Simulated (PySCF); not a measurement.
**Correlation energy of Cl²⁺ (chlorine, charge +2)**

[Ne] 3s2 3p3, high-spin 4S determinant. Calculation: PySCF 2.14, in Sapporo-DZP-2012 (5s4p2d, 27 functions); scalar relativity by spin-free X2C-1e. Frozen: [Ne]; 5 electrons correlated.

MP2 pair energies summed by pair of shells (mhartree):

| pair | energy | share (%) |
| --- | --- | --- |
| 3s-3p | -48.40 | 65.7 |
| 3p-3p | -18.41 | 25.0 |
| 3s-3s | -6.82 | 9.3 |

Total MP2 correlation energy: -73.62 mhartree.

Same-spin part -19.87 and opposite-spin part -53.75 mhartree; SCS-MP2 scales them by 1/3 and 6/5 to -71.13 mhartree.

```csv
level,correlation energy (mhartree)
CCSD,-94.85
(T),-0.96
CCSD(T),-95.81
```

Diagnostics: T1 = 0.0014, D1 = 0.0041, largest double amplitude 0.067.

Cost of the coupled-cluster step: 0.13 s of wall time on 1 thread of Intel(R) Xeon(R) Platinum 8559C (shared host), for 5 correlated electrons.

Iterations:

```
CC2 = 0
CCSD nocc = (np.int64(4), np.int64(1)), nmo = (22, 22)
frozen orbitals [[0, 1, 2, 3, 4], [0, 1, 2, 3, 4]]
max_cycle = 100
direct = 0
conv_tol = 1e-08
conv_tol_normt = 1e-06
diis_space = 8
diis_start_cycle = 0
Init t2, MP2 energy = -0.0736231759967252
Init E_corr(UCCSD) = -0.0736231759974453
cycle = 1  E_corr(UCCSD) = -0.089756715662319  dE = -0.0161335397  norm(t1,t2) = 0.0419172
cycle = 2  E_corr(UCCSD) = -0.0934541171433069  dE = -0.00369740148  norm(t1,t2) = 0.0119098
cycle = 3  E_corr(UCCSD) = -0.0948740350219809  dE = -0.00141991788  norm(t1,t2) = 0.00413415
cycle = 4  E_corr(UCCSD) = -0.0948530246993563  dE = 2.10103226e-05  norm(t1,t2) = 0.00048842
cycle = 5  E_corr(UCCSD) = -0.0948539219167576  dE = -8.97217401e-07  norm(t1,t2) = 2.41182e-05
cycle = 6  E_corr(UCCSD) = -0.0948532261487254  dE = 6.95768032e-07  norm(t1,t2) = 3.18972e-06
cycle = 7  E_corr(UCCSD) = -0.0948535232726269  dE = -2.97123902e-07  norm(t1,t2) = 6.69636e-07
cycle = 8  E_corr(UCCSD) = -0.0948534962316423  dE = 2.70409847e-08  norm(t1,t2) = 1.35239e-07
cycle = 9  E_corr(UCCSD) = -0.0948534631794079  dE = 3.30522344e-08  norm(t1,t2) = 6.61228e-08
cycle = 10  E_corr(UCCSD) = -0.0948534730430077  dE = -9.86359983e-09  norm(t1,t2) = 2.38908e-08
UCCSD converged
E(UCCSD) = -459.5192554273439  E_corr = -0.09485347304300774
UCCSD(T) correction = -0.000962919157573545
```
